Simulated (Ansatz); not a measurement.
Al9As9H24, a nanocrystal cut from wurtzite AlAs (hydrogen-capped). The state is a singlet with charge 0. Geometry PBE-D4/def2-SVP.

Cartesian coordinates in Å:
```
Al -0.327 -1.839 -4.668
As 0.575 0.561 -4.595
As -0.594 -2.041 -2.178
Al 1.567 -2.033 -0.961
Al 0.899 1.880 -2.488
As 2.269 0.385 -1.047
As 1.149 -2.415 1.454
Al 3.260 -2.609 2.802
Al 2.637 1.507 1.142
As 3.956 -0.162 2.468
Al -2.365 -0.563 -1.267
As -1.296 1.718 -1.328
As -2.630 -1.001 1.159
Al -0.552 -0.952 2.512
Al -1.138 2.919 0.845
As 0.346 1.367 2.100
Al -4.512 0.299 2.200
As -3.394 2.587 1.885
H 0.889 -2.742 -5.187
H -1.755 -1.739 -5.387
H 1.899 0.658 -5.346
H -0.231 1.464 -5.524
H -1.138 -3.447 -1.932
H 2.693 -2.971 -1.598
H 1.468 3.356 -2.708
H 3.646 0.393 -1.706
H 0.504 -3.799 1.492
H 4.356 -3.478 2.022
H 2.929 -2.754 4.362
H 3.283 2.967 1.081
H 5.380 -0.080 1.929
H 4.228 0.505 3.812
H -3.729 -0.569 -2.098
H -2.227 2.590 -2.167
H -3.059 -2.467 1.214
H -0.768 -1.205 4.074
H -0.657 4.441 0.772
H 0.478 2.010 3.478
H -5.796 0.309 1.243
H -4.561 0.060 3.783
H -4.328 3.542 1.149
H -3.354 3.348 3.206
```

Single mean-field runs in def2-SVP, def2-TZVP are fitted with def2-universal-jkfit.

**Question.** Estimate the orbital energies around the gap (eV) in Ansatz with PBE-D4/def2-SVP, PBE-D4/def2-TZVP, r2SCAN-D4/def2-TZVP, PBE0-D4/def2-SVP, PBE0-D4/def2-TZVP.

**Answer.** 
```json
{"orbital": "HOMO−5", "PBE-D4/def2-SVP": "-6.70", "PBE-D4/def2-TZVP": "-6.72", "r2SCAN-D4/def2-TZVP": "-7.00", "PBE0-D4/def2-SVP": "-7.77", "PBE0-D4/def2-TZVP": "-7.77"}
{"orbital": "HOMO−4", "PBE-D4/def2-SVP": "-6.70", "PBE-D4/def2-TZVP": "-6.72", "r2SCAN-D4/def2-TZVP": "-7.00", "PBE0-D4/def2-SVP": "-7.76", "PBE0-D4/def2-TZVP": "-7.74"}
{"orbital": "HOMO−3", "PBE-D4/def2-SVP": "-6.68", "PBE-D4/def2-TZVP": "-6.71", "r2SCAN-D4/def2-TZVP": "-6.99", "PBE0-D4/def2-SVP": "-7.76", "PBE0-D4/def2-TZVP": "-7.74"}
{"orbital": "HOMO−2", "PBE-D4/def2-SVP": "-6.50", "PBE-D4/def2-TZVP": "-6.52", "r2SCAN-D4/def2-TZVP": "-6.80", "PBE0-D4/def2-SVP": "-7.56", "PBE0-D4/def2-TZVP": "-7.54"}
{"orbital": "HOMO−1", "PBE-D4/def2-SVP": "-6.15", "PBE-D4/def2-TZVP": "-6.17", "r2SCAN-D4/def2-TZVP": "-6.43", "PBE0-D4/def2-SVP": "-7.16", "PBE0-D4/def2-TZVP": "-7.15"}
{"orbital": "HOMO", "PBE-D4/def2-SVP": "-6.15", "PBE-D4/def2-TZVP": "-6.17", "r2SCAN-D4/def2-TZVP": "-6.43", "PBE0-D4/def2-SVP": "-7.16", "PBE0-D4/def2-TZVP": "-7.15"}
{"orbital": "LUMO", "PBE-D4/def2-SVP": "-2.32", "PBE-D4/def2-TZVP": "-2.41", "r2SCAN-D4/def2-TZVP": "-2.28", "PBE0-D4/def2-SVP": "-1.64", "PBE0-D4/def2-TZVP": "-1.72"}
{"orbital": "LUMO+1", "PBE-D4/def2-SVP": "-2.15", "PBE-D4/def2-TZVP": "-2.25", "r2SCAN-D4/def2-TZVP": "-2.10", "PBE0-D4/def2-SVP": "-1.46", "PBE0-D4/def2-TZVP": "-1.55"}
{"orbital": "LUMO+2", "PBE-D4/def2-SVP": "-2.15", "PBE-D4/def2-TZVP": "-2.25", "r2SCAN-D4/def2-TZVP": "-2.10", "PBE0-D4/def2-SVP": "-1.46", "PBE0-D4/def2-TZVP": "-1.55"}
{"orbital": "LUMO+3", "PBE-D4/def2-SVP": "-1.97", "PBE-D4/def2-TZVP": "-2.06", "r2SCAN-D4/def2-TZVP": "-1.80", "PBE0-D4/def2-SVP": "-1.25", "PBE0-D4/def2-TZVP": "-1.32"}
{"orbital": "LUMO+4", "PBE-D4/def2-SVP": "-1.74", "PBE-D4/def2-TZVP": "-1.85", "r2SCAN-D4/def2-TZVP": "-1.63", "PBE0-D4/def2-SVP": "-1.04", "PBE0-D4/def2-TZVP": "-1.13"}
{"orbital": "LUMO+5", "PBE-D4/def2-SVP": "-1.74", "PBE-D4/def2-TZVP": "-1.85", "r2SCAN-D4/def2-TZVP": "-1.63", "PBE0-D4/def2-SVP": "-1.03", "PBE0-D4/def2-TZVP": "-1.13"}
```
